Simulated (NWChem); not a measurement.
C₃H₇NSi; SMILES C#C[Si@@H](C)N

Computed with NWChem. Each level has its own optimisation. Brackets give each atom's bonded neighbours. One conformer.

```json
[
 {"level": "B3LYP/3-21G", "r C–C (Å)": "1.213", "r C–H [C(CH)–H(C)] (Å)": "1.063", "r C–Si [C(CSi)–Si(CCHN)] (Å)": "1.875", "r C–Si [C(HHHSi)–Si(CCHN)] (Å)": "1.906", "dipole (D)": "1.30"},
 {"level": "Hartree-Fock/STO-3G", "r C–C (Å)": "1.174", "r C–H [C(CH)–H(C)] (Å)": "1.066", "r C–Si [C(CSi)–Si(CCHN)] (Å)": "1.818", "r C–Si [C(HHHSi)–Si(CCHN)] (Å)": "1.858", "dipole (D)": "1.41"},
 {"level": "PBE-D3(BJ)/def2-SVP", "r C–C (Å)": "1.229", "r C–H [C(CH)–H(C)] (Å)": "1.082", "r C–Si [C(CSi)–Si(CCHN)] (Å)": "1.847", "r C–Si [C(HHHSi)–Si(CCHN)] (Å)": "1.880", "dipole (D)": "0.94"}
]
```
